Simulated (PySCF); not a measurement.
C3H6FNSi, SMILES NC(F)=C=C[SiH3]. Atoms are numbered in the order given.

```xyz
12

N      2.4112     0.3158     0.4043
C      1.3476    -0.5392     0.1878
F      1.5356    -1.7204     0.7872
C      0.2376    -0.2945    -0.4814
C     -0.9114     0.0477    -1.0174
Si    -2.2429     0.9599    -0.0525
H      3.3126    -0.0897     0.1614
H      2.2881     1.2295    -0.0154
H     -1.1151    -0.2173    -2.0682
H     -1.7472     1.2419     1.3258
H     -2.5870     2.2476    -0.7342
H     -3.4917     0.1391     0.0165
```
Charge 0, spin multiplicity 1.

Coordinates come from a PBE0-D3(BJ)/def2-SVP optimisation. The structure was generated by enumeration; whether it is a known compound was not checked. Other conformers were not sampled.

Calculation: PySCF with PBE0/pcSseg-1.

GIAO shieldings, no solvent; atoms listed in one row are averaged. δ = σ(ref) − σ: ¹⁵N against NH3 (σ = 267.4 ppm); ¹³C against TMS (σ = 186.3 ppm); ¹⁹F against CFCl3 (σ = 167.2 ppm); ²⁹Si against TMS (σ = 352.7 ppm); ¹H against TMS (σ = 31.56 ppm), references at their B3LYP-D3(BJ)/def2-TZVP geometries, non-relativistic.

```json
[
 {"nucleus": "¹⁵N", "atoms": "N1", "count": "1", "δ (ppm)": "64.3"},
 {"nucleus": "¹³C", "atoms": "C4", "count": "1", "δ (ppm)": "230.8"},
 {"nucleus": "¹³C", "atoms": "C2", "count": "1", "δ (ppm)": "156.5"},
 {"nucleus": "¹³C", "atoms": "C5", "count": "1", "δ (ppm)": "111.4"},
 {"nucleus": "¹⁹F", "atoms": "F3", "count": "1", "δ (ppm)": "-151.6"},
 {"nucleus": "²⁹Si", "atoms": "Si6", "count": "1", "δ (ppm)": "-69.2"},
 {"nucleus": "¹H", "atoms": "H9", "count": "1", "δ (ppm)": "6.90"},
 {"nucleus": "¹H", "atoms": "H10, H11, H12", "count": "3", "δ (ppm)": "4.57"},
 {"nucleus": "¹H", "atoms": "H7", "count": "1", "δ (ppm)": "2.55"},
 {"nucleus": "¹H", "atoms": "H8", "count": "1", "δ (ppm)": "2.26"}
]
```
